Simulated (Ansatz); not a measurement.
Breaking a bond: PH (anion, charge -1), lowest doublet found (which spin is the ground state isn't settled by this scan).

- UKS-PBE = unrestricted PBE/aug-cc-pVDZ in Ansatz (a first-principles code)
- UKS-CAM-B3LYP = unrestricted CAM-B3LYP/aug-cc-pVDZ (Ansatz)
- FCI = full CI/aug-cc-pVDZ, frozen core (Ansatz)

Energies relative to the lowest point of each curve between 1.19 and 1.73 Å, where full CI is lowest, in kJ/mol; the last columns give the error against full CI:

```
R / Å  UKS-PBE  UKS-CAM-B3LYP    FCI  UKS-PBE − FCI  UKS-CAM-B3LYP − FCI
-----  -------  -------------  -----  -------------  -------------------
1.00     421.9          407.7  419.6            2.4                -11.8
1.07     264.8          252.9  261.7            3.1                 -8.7
1.15     144.5          135.2  141.3            3.2                 -6.0
1.19     102.2           94.2   99.2            3.0                 -4.9
1.26      49.9           44.2   47.5            2.4                 -3.3
1.30      30.0           25.6   28.1            2.0                 -2.5
1.35      13.2           10.3   11.9            1.4                 -1.5
1.40       3.7            2.3    2.9            0.7                 -0.7
1.44       0.2            0.0    0.0            0.2                  0.0
1.49       0.0            1.3    0.5           -0.5                  0.8
1.55       4.6            7.5    5.8           -1.2                  1.8
1.64      18.3           23.7   20.4           -2.1                  3.3
1.73      37.3           45.0   39.9           -2.6                  5.1
1.85      66.7           77.3   69.3           -2.6                  8.0
2.00     105.4          119.3  106.8           -1.5                 12.5
2.21     156.8          174.6  154.6            2.2                 20.0
2.45     206.8          224.9  199.1            7.6                 25.8
2.72     244.5          260.1  236.4            8.1                 23.6
3.06     269.1          283.0  267.9            1.2                 15.2
3.48     281.7          297.1  289.6           -8.0                  7.4
4.02     287.0          306.9  302.0          -15.0                  4.9
4.69     287.4          314.0  307.0          -19.6                  6.9
```

UKS-PBE is furthest from FCI at 4.69 (-19.6 kJ/mol, below); its mean absolute error over the points is 4.1 kJ/mol.

UKS-CAM-B3LYP is furthest from FCI at 2.45 (25.8 kJ/mol, above); its mean absolute error over the points is 7.9 kJ/mol.

The unrestricted determinant behind UKS-PBE is spin-contaminated at 2.72 to 4.69 Å (<S²> up to 1.8, against 0.75 for a pure doublet). Where the anion isn't bound against loss of the electron, the finite basis alone holds it. The unrestricted determinant behind UKS-CAM-B3LYP is spin-contaminated at 2.45 to 4.69 Å (<S²> up to 1.8, against 0.75 for a pure doublet).
